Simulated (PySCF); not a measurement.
SiHF₂Cl, SMILES F[SiH](F)Cl. Coordinates come from a ωB97X-D3(BJ)/def2-SVP optimisation.

TDA-CAM-B3LYP/def2-SVPD (PySCF) puts the lowest singlet excitations at 8.95, 8.96, 9.12, 9.38, 9.65, 9.85 eV.

### Question
What are the lowest excitation roots from ADC(2)/aug-cc-pVDZ run with PySCF? (Estimate from the structure and the level; the computed values follow.)

### Answer
9.21, 9.23, 9.55, 9.76, 9.87, 10.02 eV. S1 differs by 0.26 eV (second minus first; roots are paired by order, and the bases may differ).
